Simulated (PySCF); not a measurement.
Compound: 1-ethoxy-2-methylpropane, C6H14O.
SMILES: `CCOCC(C)C`

Method used: TDDFT PBE0/def2-SVPD, vertical, gas phase, core orbitals frozen in the response in PySCF. Isolated species at its GFN2-xTB geometry (one conformer only). Torsions of this conformer, `[CH3:1][CH2:2][O:3][CH2:4][CH:5]([CH3:6])[CH3:7]`: C1–C2–O3–C4 -71°, C2–O3–C4–C5 -171°, O3–C4–C5–C6 -65°.

Each state is given a Gaussian of 0.5 eV full width at half maximum, with ε(max) = 2.175×10⁸ f / Δν̃ (Δν̃ the width in cm⁻¹). The cross-section is σ = 3.8235×10⁻²¹ ε cm², given in Mb (10⁻¹⁸ cm²). The width is an assumption, not a result. The curve ends short of the highest state used, and states not computed would add to its high-energy end.

| E (eV) | σ (Mb) |
| --- | --- |
| 6.22 | 0.01 |
| 6.25 | 0.01 |
| 6.29 | 0.02 |
| 6.32 | 0.03 |
| 6.36 | 0.06 |
| 6.39 | 0.09 |
| 6.43 | 0.15 |
| 6.47 | 0.23 |
| 6.50 | 0.32 |
| 6.54 | 0.47 |
| 6.57 | 0.62 |
| 6.61 | 0.87 |
| 6.65 | 1.17 |
| 6.68 | 1.43 |
| 6.72 | 1.82 |
| 6.75 | 2.12 |
| 6.79 | 2.53 |
| 6.82 | 2.82 |
| 6.86 | 3.16 |
| 6.90 | 3.43 |
| 6.93 | 3.57 |
| 6.97 | 3.67 |
| 7.00 | 3.68 |
| 7.04 | 3.62 |
| 7.07 | 3.53 |
| 7.11 | 3.39 |
| 7.15 | 3.25 |
| 7.18 | 3.17 |
| 7.22 | 3.13 |
| 7.25 | 3.16 |
| 7.29 | 3.30 |
| 7.33 | 3.55 |
| 7.36 | 3.80 |
| 7.40 | 4.21 |
| 7.43 | 4.56 |
| 7.47 | 5.05 |
| 7.50 | 5.42 |
| 7.54 | 5.91 |
| 7.58 | 6.36 |
| 7.61 | 6.65 |
| 7.65 | 6.98 |
| 7.68 | 7.17 |
| 7.72 | 7.32 |
| 7.75 | 7.37 |

(1) Where are the band maxima, and which computed states make them?

(2) On this curve, what absorbance would a 10⁻³ mol/L sample give at 193 nm over a 1 cm path?

(3) Coming from long wavelengths, where does ε first pass 100 L mol⁻¹ cm⁻¹?

Answers

(1) 177 nm (6.99 eV), ε about 960, made up of S1 (96%) (ε in L mol⁻¹ cm⁻¹; maxima over ε = 5, shares over 10%). At its high-energy end, 7.75 eV, the curve is still rising (ε about 1900, from S2, S3 and S4). The states used: S1 6.97 eV (f 0.017); S2 7.50 eV (f 0.011); S3 7.59 eV (f 0.0084); S4 7.84 eV (f 0.025); S5 8.25 eV (f 0.0072); S6 8.35 eV (f 0.019).

(2) 193 nm is 6.424 eV, where ε is about 36 L mol⁻¹ cm⁻¹, so A = ε c l ≈ 0.036 (Beer–Lambert, with the gas-phase spectrum and the assumed width).

(3) At about 190 nm (6.52 eV), 0.45 eV below S1.

The run took 51 s on one thread, Arm Neoverse V1 (aarch64), shared host, and the process peaked at 1.0 GiB of memory.

Without π bonds the low states may be Rydberg-like; a valence basis with one diffuse set may place them up to an eV too high.
